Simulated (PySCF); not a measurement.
Isomers of C6H10O2, one GFN2-xTB conformer each. Single-point energies are computed at PBE0/pcSseg-1 (PySCF, gas phase, no added dispersion term), electronic only.

```json
{"SMILES": "C=C(COC)C(C)=O", "GFN2-xTB relative energy (kJ/mol)": "127.2"}
{"SMILES": "CC(C)O/C=C\\C=O", "GFN2-xTB relative energy (kJ/mol)": "101.9"}
{"SMILES": "CCC1=COCCO1", "GFN2-xTB relative energy (kJ/mol)": "25.2"}
{"SMILES": "C/C=C(/C)CC(=O)O", "GFN2-xTB relative energy (kJ/mol)": "12.1"}
{"SMILES": "C=CCOCC(C)=O", "GFN2-xTB relative energy (kJ/mol)": "145.7"}
{"SMILES": "CC(C)=C(C)C(=O)O", "GFN2-xTB relative energy (kJ/mol)": "0.0"}
{"SMILES": "C=CC(=O)OCCC", "GFN2-xTB relative energy (kJ/mol)": "48.6"}
```

Conformers: `[CH2:1]=[C:2]([CH2:3][O:4][CH3:5])[C:6]([CH3:7])=[O:8]` with C1–C2–C3–O4 24°, C2–C3–O4–C5 76°, C1–C2–C6–C7 16°; `[CH3:1][CH:2]([CH3:3])[O:4]/[CH:5]=[CH:6]\[CH:7]=[O:8]` with C1–C2–O4–C5 -159°, C2–O4–C5–C6 -174°, C5–C6–C7–O8 -179°; `[CH3:1][CH2:2][C:3]1=[CH:4][O:5][CH2:6][CH2:7][O:8]1` with C1–C2–C3–C4 -107°, C3–C4–O5–C6 -14°, C4–O5–C6–C7 44°, O5–C6–C7–O8 -62°, C6–C7–O8–C3 45°; `[CH3:1]/[CH:2]=[C:3](/[CH3:4])[CH2:5][C:6](=[O:7])[OH:8]` with C2–C3–C5–C6 94°, C3–C5–C6–O7 78°, C5–C6–O8–H 177°; `[CH2:1]=[CH:2][CH2:3][O:4][CH2:5][C:6]([CH3:7])=[O:8]` with C1–C2–C3–O4 -142°, C2–C3–O4–C5 177°, C3–O4–C5–C6 -74°, O4–C5–C6–C7 -33°; `[CH3:1][C:2]([CH3:3])=[C:4]([CH3:5])[C:6](=[O:7])[OH:8]` with C2–C4–C6–O7 13°, C4–C6–O8–H 180°; `[CH2:1]=[CH:2][C:3](=[O:4])[O:5][CH2:6][CH2:7][CH3:8]` with C1–C2–C3–O4 0°, C2–C3–O5–C6 179°, C3–O5–C6–C7 -107°, O5–C6–C7–C8 66°.

Task: What does PBE0/pcSseg-1 give for the same structures?

Result: 
| SMILES | PBE0/pcSseg-1 E (Eh) | PBE0/pcSseg-1 (kJ/mol) | GFN2-xTB (kJ/mol) | point group |
| --- | --- | --- | --- | --- |
| CC(C)=C(C)C(=O)O | -384.62997 | 0.0 | 0.0 | C1 |
| C/C=C(/C)CC(=O)O | -384.62669 | 8.6 | 12.1 | C1 |
| C=CC(=O)OCCC | -384.61150 | 48.5 | 48.6 | C1 |
| CC(C)O/C=C\C=O | -384.58759 | 111.3 | 101.9 | C1 |
| CCC1=COCCO1 | -384.58399 | 120.7 | 25.2 | C1 |
| C=C(COC)C(C)=O | -384.57658 | 140.2 | 127.2 | C1 |
| C=CCOCC(C)=O | -384.56974 | 158.1 | 145.7 | C1 |

Both levels put the same isomer lowest; measured from each level's own lowest isomer, the values differ by up to 95.5 kJ/mol (CCC1=COCCO1: 25.2 against 120.7). As drawn, the lowest has an O–H bond and a C(=O)–O unit, which the highest lacks. Neighbours under 10 kJ/mol apart (CC(C)=C(C)C(=O)O and C/C=C(/C)CC(=O)O; CC(C)O/C=C\C=O and CCC1=COCCO1) can change places with a better method, another conformer or zero-point energy.

Task: Which frontier levels, dipoles and rotational constants go with these structures?

Result: 
```json
{"SMILES": "CC(C)=C(C)C(=O)O", "HOMO (eV, PBE0/pcSseg-1)": "-7.11", "LUMO (eV)": "-0.98", "dipole (D)": "1.92", "A, B, C (MHz)": "3082, 1666, 1111"}
{"SMILES": "C/C=C(/C)CC(=O)O", "HOMO (eV, PBE0/pcSseg-1)": "-6.86", "LUMO (eV)": "-0.06", "dipole (D)": "1.66", "A, B, C (MHz)": "2603, 1723, 1168"}
{"SMILES": "C=CC(=O)OCCC", "HOMO (eV, PBE0/pcSseg-1)": "-8.06", "LUMO (eV)": "-1.30", "dipole (D)": "1.59", "A, B, C (MHz)": "4348, 1116, 1070"}
{"SMILES": "CC(C)O/C=C\\C=O", "HOMO (eV, PBE0/pcSseg-1)": "-6.89", "LUMO (eV)": "-1.21", "dipole (D)": "6.21", "A, B, C (MHz)": "4992, 868.0, 813.4"}
{"SMILES": "CCC1=COCCO1", "HOMO (eV, PBE0/pcSseg-1)": "-5.86", "LUMO (eV)": "1.17", "dipole (D)": "0.74", "A, B, C (MHz)": "4170, 1482, 1244"}
{"SMILES": "C=C(COC)C(C)=O", "HOMO (eV, PBE0/pcSseg-1)": "-7.20", "LUMO (eV)": "-1.68", "dipole (D)": "2.61", "A, B, C (MHz)": "3914, 1241, 1063"}
{"SMILES": "C=CCOCC(C)=O", "HOMO (eV, PBE0/pcSseg-1)": "-7.05", "LUMO (eV)": "-0.68", "dipole (D)": "1.95", "A, B, C (MHz)": "4181, 998.8, 925.1"}
```
